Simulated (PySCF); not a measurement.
Si(H)(Me)(OH)(OMe) (C2H8O2Si), SMILES CO[SiH](C)O.

Geometry optimised at ωB97X-D3(BJ)/def2-SVP. Other conformers were not sampled.

The numbers are results of PBE0/def2-TZVP (PySCF), not measurements.

- total energy: -520.78645 hartree
- highest occupied level: -8.07 eV
- lowest empty level: 0.71 eV
- orbital gap: 8.78 eV
- dipole moment: 1.50 D
- quadrupole, principal values (traceless, Buckingham form, about the centre of nuclear charge): -5.63, -1.11, 6.74 D·Å
- mean static polarisability: 56.2 bohr³ (8.33 Å³)
- polarisability, principal values: 51.2, 53.2, 64.1 bohr³
